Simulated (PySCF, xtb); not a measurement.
germanium monoxide cation (GeO), SMILES [Ge]=[O] (connectivity only; charge and spin as stated), charge +1, multiplicity 2.

Harmonic wavenumbers (cm⁻¹) from GFN2-xTB run with xtb 6.7.1 at its own minimum, in rising order: 797.

Question: What does PBE0-D3(BJ)/def2-TZVPD (PySCF 2.14.0) give at its own minimum? (The exact figures need the calculation; the answer reports its results.)

Answer: 753. Paired by order, the mean absolute difference is 44 cm⁻¹ and the zero-point energies are 1.1 and 1.1 kcal/mol.
